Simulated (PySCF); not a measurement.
Correlation energy of Al (aluminium, neutral)

[Ne] 3s2 3p1, 2P determinant. Computed with PySCF 2.14 in aug-cc-pVTZ-DK (6s5p3d2f, 50 functions), with the spin-free X2C one-electron Hamiltonian (Gaussian nucleus). Frozen: [Ne]; 3 electrons correlated.

| level | correlation energy (mhartree) |
| --- | --- |
| CCSD | -51.08 |
| (T) | -1.18 |
| CCSD(T) | -52.26 |
| CCSDT | -52.74 |

Diagnostics: T1 = 0.019, D1 = 0.0414, largest double amplitude 0.058.

Cost of the coupled-cluster step: about 1.1 core-seconds, for 3 correlated electrons.

Iterations:

```
CC2 = 0
CCSD nocc = (np.int64(2), np.int64(1)), nmo = (45, 45)
frozen orbitals [[0, 1, 2, 3, 4], [0, 1, 2, 3, 4]]
max_cycle = 100
direct = 0
conv_tol = 1e-08
conv_tol_normt = 1e-06
diis_space = 8
diis_start_cycle = 0
Init t2, MP2 energy = -0.0360833172264663
Init E_corr(UCCSD) = -0.0360833172372571
cycle = 1  E_corr(UCCSD) = -0.0451209243926844  dE = -0.00903760716  norm(t1,t2) = 0.060013
cycle = 2  E_corr(UCCSD) = -0.048355249203321  dE = -0.00323432481  norm(t1,t2) = 0.0278871
cycle = 3  E_corr(UCCSD) = -0.0510591964750704  dE = -0.00270394727  norm(t1,t2) = 0.0143122
cycle = 4  E_corr(UCCSD) = -0.0510498136530619  dE = 9.38282201e-06  norm(t1,t2) = 0.00236461
cycle = 5  E_corr(UCCSD) = -0.0510894673666955  dE = -3.96537136e-05  norm(t1,t2) = 0.000438429
cycle = 6  E_corr(UCCSD) = -0.0510742603868799  dE = 1.52069798e-05  norm(t1,t2) = 9.86965e-05
cycle = 7  E_corr(UCCSD) = -0.0510795854398458  dE = -5.32505297e-06  norm(t1,t2) = 3.16015e-05
cycle = 8  E_corr(UCCSD) = -0.0510788850676361  dE = 7.0037221e-07  norm(t1,t2) = 8.68788e-06
cycle = 9  E_corr(UCCSD) = -0.0510785191965445  dE = 3.65871092e-07  norm(t1,t2) = 2.17408e-06
cycle = 10  E_corr(UCCSD) = -0.0510786477734992  dE = -1.28576955e-07  norm(t1,t2) = 7.53196e-07
cycle = 11  E_corr(UCCSD) = -0.0510786465581254  dE = 1.21537379e-09  norm(t1,t2) = 1.72747e-07
UCCSD converged
E(UCCSD) = -242.3656095714151  E_corr = -0.05107864655812545
UCCSD(T) correction = -0.00117506168723927
```
